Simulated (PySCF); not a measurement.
A calculated (B97-3, PySCF 2.14, ANO-RCC-VTZP, the spin-free X2C one-electron Hamiltonian (Gaussian nucleus)) atom or ion has these occupied shells.

```tsv
shell	electrons	orbital energy (eV)	rms radius, mean of both spins (bohr)
1s α	1	-50102.7	0.0249
1s β	1	-50102.7	0.0249
2s α	1	-8312.8	0.101
2s β	1	-8312.6	0.101
2p α	3	-7409.8	0.0906
2p β	3	-7409.6	0.0906
3s α	1	-1863.2	0.261
3s β	1	-1860.1	0.261
3p α	3	-1580.7	0.261
3p β	3	-1577.5	0.261
3d α	5	-1201.4	0.240
3d β	5	-1198.5	0.240
4s α	1	-389.27	0.588
4s β	1	-381.75	0.588
4p α	3	-295.24	0.624
4p β	3	-287.43	0.624
4d α	5	-163.26	0.686
4d β	5	-154.37	0.686
5s α	1	-60.715	1.42
5s β	1	-56.894	1.42
5p α	3	-36.797	1.67
5p β	3	-33.776	1.67
4f α	7	-20.203	0.961
5d α	1	-10.201	2.78
6s α	1	-10.140	3.87
```

Task: Name the element and its charge.

Result: Gd+ (gadolinium, charge +1), in [Xe] 4f7 5d1 6s1, high-spin 10D determinant.
